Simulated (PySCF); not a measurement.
C2H2O4, SMILES O=C(O)C(=O)O.

The structure is a stationary point at ωB97X-D3(BJ)/def2-SVP. The values are those of a single conformer.

Level of theory: SMD-ωB97X/6-31G* in PySCF.

Solvation free energies are E(SMD) − E(gas) at the gas-phase geometry, for 1 M in both phases. In vacuum the dipole moment is 0.00 D.

Task: Rank water, toluene, chloroform by solvation free energy, most negative first.

Result: water (-11.7 kcal/mol), chloroform (-6.6 kcal/mol), toluene (-5.4 kcal/mol)
